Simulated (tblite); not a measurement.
CH6GeN2O.
Atom-mapped SMILES: `[NH2:1][GeH2:2][NH:3][CH:4]=[O:5]` (hydrogens: H6, H7 on N1; H8, H9 on Ge2; H10 on N3; H11 on C4)

Computed with GFN2-xTB (tblite), gas phase: L-BFGS steps from a force-field or distance-geometry start until the largest atomic force falls under 0.01 eV/Å.

Step 5: E = -463.6381 eV
```
atom  x, y, z in Å  |  force x, y, z in eV/Å
N1     -1.8288    0.7898    0.3777   -0.170   0.107   0.040
Ge2    -0.6836   -0.5612   -0.0030    0.075  -0.160   0.044
N3      1.0030   -0.2693    0.7406    0.016   0.036   0.097
C4      2.0196    0.3609    0.1118   -0.433  -0.044  -0.205
O5      1.9093    0.7861   -1.0076   -0.028   0.097  -0.269
H6     -2.7442    0.6129   -0.0242    0.086   0.160  -0.067
H7     -1.9870    0.9570    1.3647    0.118   0.105   0.009
H8     -1.2382   -1.7944    0.6969    0.373  -0.118  -0.008
H9     -0.6012   -0.7513   -1.4683    0.085   0.057  -0.099
H10     1.1885   -0.5934    1.6721    0.033  -0.102   0.275
H11     2.9679    0.4654    0.6729   -0.156  -0.138   0.184
```

Step 6: E = -463.6643 eV
```
atom  x, y, z in Å  |  force x, y, z in eV/Å
N1     -1.8265    0.7838    0.3794   -0.073   0.084   0.001
Ge2    -0.6796   -0.5677   -0.0020   -0.122   0.010   0.006
N3      0.9842   -0.2705    0.7414    0.352   0.110   0.174
C4      1.9985    0.3577    0.1042   -0.154  -0.063   0.108
O5      1.8919    0.7819   -1.0141    0.018   0.098  -0.231
H6     -2.7411    0.6283   -0.0286    0.052   0.132  -0.066
H7     -1.9799    0.9671    1.3632    0.100   0.084   0.028
H8     -1.2003   -1.7963    0.6915    0.238  -0.291   0.085
H9     -0.5940   -0.7453   -1.4625    0.088   0.045  -0.186
H10     1.2013   -0.5882    1.6701   -0.086  -0.112   0.212
H11     2.9508    0.4516    0.6909   -0.411  -0.097  -0.131
```

Step 7: E = -463.6800 eV
```
atom  x, y, z in Å  |  force x, y, z in eV/Å
N1     -1.8261    0.7821    0.3806    0.023   0.045  -0.016
Ge2    -0.6791   -0.5717   -0.0015   -0.174   0.107  -0.024
N3      0.9774   -0.2702    0.7462    0.324   0.118   0.120
C4      1.9837    0.3562    0.0984    0.047  -0.034   0.211
O5      1.8818    0.7806   -1.0207   -0.003   0.037  -0.093
H6     -2.7389    0.6399   -0.0326    0.013   0.119  -0.058
H7     -1.9737    0.9749    1.3631    0.075   0.071   0.027
H8     -1.1729   -1.8029    0.6898    0.154  -0.367   0.124
H9     -0.5880   -0.7408   -1.4624    0.082   0.042  -0.179
H10     1.2075   -0.5871    1.6729   -0.116  -0.099   0.167
H11     2.9336    0.4416    0.6998   -0.425  -0.039  -0.279
```

Step 8: E = -463.7000 eV
```
atom  x, y, z in Å  |  force x, y, z in eV/Å
N1     -1.8250    0.7809    0.3823    0.093   0.000  -0.027
Ge2    -0.6811   -0.5752   -0.0014   -0.149   0.128  -0.043
N3      0.9720   -0.2681    0.7553    0.099   0.061   0.067
C4      1.9641    0.3548    0.0915    0.214   0.011   0.226
O5      1.8675    0.7788   -1.0299   -0.053  -0.059   0.121
H6     -2.7357    0.6587   -0.0396   -0.005   0.112  -0.024
H7     -1.9634    0.9872    1.3633    0.039   0.050  -0.001
H8     -1.1312   -1.8202    0.6902    0.064  -0.371   0.121
H9     -0.5780   -0.7337   -1.4660    0.062   0.041  -0.113
H10     1.2139   -0.5879    1.6810   -0.142  -0.046   0.036
H11     2.9022    0.4272    0.7069   -0.221   0.073  -0.364
```

**Question.** Estimate the geometry and energy of step 9. (The exact step hangs on the optimiser's Hessian estimate; all steps are aligned on step 8, rigid shifts and turns removed.)

**Answer.** E = -463.7107 eV, largest force 0.318 eV/Å
```
atom  x, y, z in Å  |  force x, y, z in eV/Å
N1     -1.8237    0.7807    0.3830    0.097  -0.006  -0.021
Ge2    -0.6843   -0.5755   -0.0021   -0.071   0.027  -0.023
N3      0.9704   -0.2660    0.7620   -0.097   0.014   0.025
C4      1.9555    0.3544    0.0902    0.139   0.013   0.137
O5      1.8588    0.7769   -1.0329   -0.084  -0.088   0.185
H6     -2.7335    0.6716   -0.0439   -0.009   0.111  -0.003
H7     -1.9567    0.9951    1.3632    0.020   0.040  -0.022
H8     -1.1063   -1.8367    0.6926    0.038  -0.276   0.066
H9     -0.5712   -0.7288   -1.4703    0.042   0.042  -0.045
H10     1.2147   -0.5895    1.6871   -0.140  -0.016  -0.023
H11     2.8817    0.4206    0.7048    0.065   0.139  -0.278
```

The energy changes by -0.0107 eV. The first-order estimate −F·Δx gives -0.0154 eV and the mean of the old and new forces, exact on a quadratic surface, -0.0107 eV. The step makes an angle of 64° with the force vector and moves no atom by more than 0.030 Å.

What follows is the cost of the whole relaxation. Time: 0.94 s. Hardware: Arm Neoverse N1, one thread, no GPU, shared host with 64 logical CPUs at a one-minute load of 58.
